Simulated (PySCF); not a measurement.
GeOF2, SMILES [Ge]([F])([F])=[O]. Atoms are numbered in the order given.

```xyz
4

Ge     0.0000     0.0000     0.1133
O      0.0000     0.0000     1.7410
F      0.0000     1.3295    -0.9751
F      0.0000    -1.3295    -0.9751
```

Geometry optimised at B3LYP-D3(BJ)/def2-SVP.

All values below come from PBE/def2-TZVPD run with PySCF.

Symmetry labels are those of the subgroup C2v that the program uses (full group C2v).

List the valence orbital energies around the gap with their symmetry. (Estimate from the structure and the level; the computed values follow.)


```json
[
 {"orbital": "HOMO−7", "symmetry": "B2", "energy (eV)": "-12.53"},
 {"orbital": "HOMO−6", "symmetry": "B1", "energy (eV)": "-11.61"},
 {"orbital": "HOMO−5", "symmetry": "A1", "energy (eV)": "-11.51"},
 {"orbital": "HOMO−4", "symmetry": "A2", "energy (eV)": "-10.94"},
 {"orbital": "HOMO−3", "symmetry": "B2", "energy (eV)": "-10.61"},
 {"orbital": "HOMO−2", "symmetry": "A1", "energy (eV)": "-10.06"},
 {"orbital": "HOMO−1", "symmetry": "B1", "energy (eV)": "-8.27"},
 {"orbital": "HOMO", "symmetry": "B2", "energy (eV)": "-7.83"},
 {"orbital": "LUMO", "symmetry": "A1", "energy (eV)": "-4.20"},
 {"orbital": "LUMO+1", "symmetry": "B1", "energy (eV)": "-2.78"},
 {"orbital": "LUMO+2", "symmetry": "B2", "energy (eV)": "0.10"},
 {"orbital": "LUMO+3", "symmetry": "A1", "energy (eV)": "0.56"}
]
```
